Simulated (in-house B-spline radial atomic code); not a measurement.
Computed with a B-spline radial atomic code. Model: two electrons, singlet ground state, non-relativistic, full CI in B-splines with partial waves to l = 8 (at full coupling up to 3e-4 hartree above the limit, correlation up to 0.6 % small), density held at that of full coupling by Lieb maximisation.

Along the adiabatic connection the electron repulsion is scaled by a coupling λ while a local potential keeps the density fixed. At λ = 0 the system is the Kohn-Sham one and W equals the exchange energy; the exchange-correlation energy is the area under W between 0 and 1. The kinetic energy rises with λ as the electrons avoid each other, with dT/dλ = −λ dW/dλ.

Command:
```bash
python run_ac.py task.json out
```
Settings (lengths in bohr, energies in hartree):
```
potential              yukawa
strength               7.67
lmax                   8
second                 1.95
```

Cost of the run: 15 s on 1 thread of Intel(R) Xeon(R) Processor @ 2.30GHz, with other jobs on the host.

**W = mean repulsion less Hartree energy, and W of three functionals.**

Given: confinement screened point charge; nuclear charge 7.67; screening of the nucleus 1.95 1/bohr; external potential -Z exp(-k r)/r.

Computed: LDA exchange minus exact 606.33 millihartree; PBE exchange minus exact 68.945 millihartree.

```tsv
coupling	W xc (hartree)	W xc minus exchange (millihartree)	kinetic minus Kohn-Sham (millihartree)	LDA (PW92) W minus its exchange (millihartree)	PBE W minus its exchange (millihartree)	SCAN W minus its exchange (millihartree)
0	-4.3298	0	0	0	0	0
0.02	-4.3317	-1.887	0	-15.37	-1.83	-1.84
0.05	-4.3345	-4.711	0.1	-32.82	-4.59	-4.58
0.12	-4.3411	-11.264	0.7	-66.15	-11.08	-10.89
0.25	-4.3531	-23.304	2.9	-116.34	-23.2	-22.38
0.4	-4.3668	-36.996	7.3	-164.82	-37.18	-35.31
0.6	?	?	?	?	?	?
0.8	-4.4023	-72.481	28.6	-269.49	-74.07	-68.44
1	-4.4195	-89.686	44.1	-313.72	-92.16	-84.34
1.4	-4.4529	-123.07	84.1	-391.97	-127.52	-115.01
2	-4.5006	-170.73	165	-491.76	-178.37	-158.47
3	?	?	?	?	?	?
4.5	-4.6725	-342.65	715.5	-790.79	-363.26	-313.99
7	-4.8105	-480.68	1503.1	-996.36	-512.87	-439.39
10	-4.9436	-613.8	2627	-1181	-658.97	-562.29
```

Q: What belongs in the row 0.6?

A: W xc (hartree): -4.3847; W xc minus exchange (millihartree): -54.921; kinetic minus Kohn-Sham (millihartree): 16.3; LDA (PW92) W minus its exchange (millihartree): -220.51; PBE W minus its exchange (millihartree): -55.72; SCAN W minus its exchange (millihartree): -52.1.

Q: What belongs in the row 3?

A: W xc (hartree): -4.5741; W xc minus exchange (millihartree): -244.29; kinetic minus Kohn-Sham (millihartree): 348.3; LDA (PW92) W minus its exchange (millihartree): -628.35; PBE W minus its exchange (millihartree): -257.28; SCAN W minus its exchange (millihartree): -225.11.

Q: What is the SCAN exchange minus exact?

A: -11.029 millihartree.

**Energy parts, natural occupations and partial-wave weights.**

Computed: total energy -29.4772 hartree; exchange energy -4.3298 hartree; correlation energy -0.045623 hartree; kinetic part of the DFT correlation energy 0.044064 hartree; kinetic part over minus potential part 0.49131; Hartree energy 8.6596 hartree; Kohn-Sham kinetic 49.558 hartree.

| natural | occupation of the shell (electrons) |
| --- | --- |
| s | 1.9989 |
| p | 0.0005618 |
| s | 0.00042588 |
| d | ? |
| p | 2.326e-05 |
| s | 1.0512e-05 |

Q: What belongs in the row d?

A: occupation of the shell (electrons): 3.0997e-05.

```csv
wave,weight
s,0.99969
p,0.0002938
d,?
f,2.6216e-06
g,6.264e-07
```

Q: What belongs in the row d?

A: weight: 1.7556e-05.

Q: What is the initial slope twice GL2?

A: -0.094449 hartree.

Q: What is the Lieb Oxford ratio E_xc over LDA exchange?

A: 1.1751.

Half-way to full coupling W has made 51 % of its drop, against 50 % for a straight line, and second-order (GL2) theory, half the initial slope, overshoots the correlation energy by about 3 %: correlation is weak here. Over couplings 0 to 1 the errors in E_xc come to about +469 millihartree for LDA, +68 millihartree for PBE, -8.7 millihartree for SCAN, so SCAN is nearest. In LDA and PBE and SCAN the errors of exchange and correlation have opposite signs, so the sum is smaller than the larger of the two.
